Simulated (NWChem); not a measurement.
System: HfF$_{4}$; SMILES [F][Hf]([F])([F])[F]

NWChem input:

```
start job
memory heap 200 mb stack 900 mb global 1100 mb
geometry units angstroms noautoz
  Hf    -0.000006    -0.000001     0.000006
  F     -1.274372    -0.876173     1.110503
  F      1.295243     0.873948     1.087861
  F     -0.885443     1.285990    -1.089544
  F      0.864550    -1.283752    -1.108783
end
basis spherical
  Hf library def2-svpd
  F library def2-svpd
end
ecp
  Hf library def2-ecp
end
dft
  xc b3lyp
  iterations 150
  mulliken
end
task dft energy
```

Excerpt of the output:

```
             Northwest Computational Chemistry Package (NWChem) 7.3.0
             --------------------------------------------------------

 C1  symmetry detected

                             Geometry "geometry" -> ""
                             -------------------------

 Output coordinates in angstroms (scale by  1.889725989 to convert to a.u.)

  No.       Tag          Charge          X              Y              Z
 ---- ---------------- ---------- -------------- -------------- --------------
    1 Hf                  72.0000     0.00000094    -0.00000142    -0.00000055
    2 F                    9.0000    -1.52841364    -0.94867765    -0.62358049
    3 F                    9.0000    -0.44497498     0.94375383     1.59254703
    4 F                    9.0000     0.56716347     1.23587372    -1.33260328
    5 F                    9.0000     1.40621761    -1.23093853     0.36364112

 Effective nuclear repulsion energy (a.u.)     803.1442303974

                                 NWChem DFT Module
                                 -----------------

 Summary of "ao basis" -> "ao basis" (spherical)
 ------------------------------------------------------------------------------
       Tag                 Description            Shells   Functions and Types
 ---------------- ------------------------------  ------  ---------------------
 Hf                        def2-svpd                13       35   6s4p2d1f
 F                         def2-svpd                 9       23   4s3p2d

            General Information
            -------------------
          SCF calculation type: DFT
          Wavefunction type:  closed shell.
          No. of atoms     :     5
          No. of electrons :    48
           Alpha electrons :    24
            Beta electrons :    24
          Charge           :     0
          Spin multiplicity:     1
          Use of symmetry is: off; symmetry adaption is: off
          Maximum number of iterations: 150
          AO basis - number of functions:   127
                     number of shells:    49
          Convergence on energy requested:  1.00D-06
          Convergence on density requested:  1.00D-05
          Convergence on gradient requested:  5.00D-04

              XC Information
              --------------
                         B3LYP Method XC Potential
                     Hartree-Fock (Exact) Exchange  0.200
                        Slater Exchange Functional  0.800 local
                    Becke 1988 Exchange Functional  0.720 non-local
              Lee-Yang-Parr Correlation Functional  0.810
                  VWN I RPA Correlation Functional  0.190 local

             Grid Information
             ----------------
          Grid used for XC integration:  medium
          Radial quadrature: Mura-Knowles
          Angular quadrature: Lebedev.
          Tag              B.-S. Rad. Rad. Pts. Rad. Cut. Ang. Pts.
          ---              ---------- --------- --------- ---------
          Hf                  1.55      123          10.0       590
          F                   0.50       49          11.0       434
          Grid pruning is: on
          Number of quadrature shells:   319
          Spatial weights used:  Erf1

      Superposition of Atomic Density Guess
      -------------------------------------

 Sum of atomic energies:        -449.12718437

      Non-variational initial energy
      ------------------------------

 Total energy =    -444.255671
 1-e energy   =   -1037.678154
 2-e energy   =     390.632534
 HOMO         =      -0.663833
 LUMO         =      -0.060131

     ---------------------------------------------
      Total Density - Mulliken Population Analysis
     ---------------------------------------------

    Atom       Charge   Shell Charges
 -----------   ------   -------------------------------------------------------
    1 Hf  12     8.67   0.03 -0.29  1.73  0.54  0.06  0.03  5.50  0.47 -0.00 -0.07  0.58 -0.03  0.11
    2 F    9     9.83   1.99  1.16  0.79  0.01  3.59  2.14  0.14  0.00  0.01
    3 F    9     9.83   1.99  1.16  0.79  0.01  3.59  2.14  0.14  0.00  0.01
    4 F    9     9.83   1.99  1.16  0.79  0.01  3.59  2.14  0.14  0.00  0.01
    5 F    9     9.83   1.99  1.16  0.79  0.01  3.59  2.14  0.14  0.00  0.01

   convergence    iter        energy       DeltaE   RMS-Dens  Diis-err
 ---------------- ----- ----------------- --------- --------- ---------
 d= 0,ls=0.0,diis     1   -447.1769546123 -6.50D+02  2.73D-02  2.43D+00
 d= 0,ls=0.0,diis     2   -445.6980924512  1.48D+00  1.65D-02  2.04D+01
 d= 0,ls=0.0,diis     3   -447.4691064076 -1.77D+00  5.92D-04  3.47D-02
 d= 0,ls=0.0,diis     4   -447.4718526788 -2.75D-03  2.20D-04  6.12D-04
 d= 0,ls=0.0,diis     5   -447.4719399880 -8.73D-05  3.67D-05  3.11D-05
  Resetting Diis
 d= 0,ls=0.0,diis     6   -447.4719427679 -2.78D-06  4.17D-06  5.77D-07
 d= 0,ls=0.0,diis     7   -447.4719428085 -4.06D-08  8.53D-07  6.23D-09

         Total DFT energy =     -447.471942808530
      One electron energy =    -1041.221895877889
           Coulomb energy =      438.835573314026
    Exchange-Corr. energy =      -47.875569496065
 Nuclear repulsion energy =      202.789949251397

 Numeric. integr. density =       47.999991925696

                       DFT Final Molecular Orbital Analysis
                       ------------------------------------

 Vector   22  Occ=2.000000D+00  E=-4.416716D-01
              MO Center= -1.0D-01, -6.8D-02, -5.4D-01, r^2= 3.7D+00
   Bfn.  Coefficient  Atom+Function         Bfn.  Coefficient  Atom+Function
  ----- ------------  ---------------      ----- ------------  ---------------
    86     -0.339365  4 F  px                42      0.321083  2 F  pz
    41     -0.245147  2 F  py                89      0.222673  4 F  px
    45     -0.210675  2 F  pz                88     -0.211259  4 F  pz
   110      0.203747  5 F  py               109      0.198044  5 F  px
    44      0.160853  2 F  py                91      0.138614  4 F  pz

[...]
```

Level: B3LYP/def2-SVPD with def2 effective core potentials on Hf. Geometry: optimised at PBE0/def2-SVP. No frequency run checked for a minimum. def2 effective core potentials on Hf; no spin-orbit coupling.
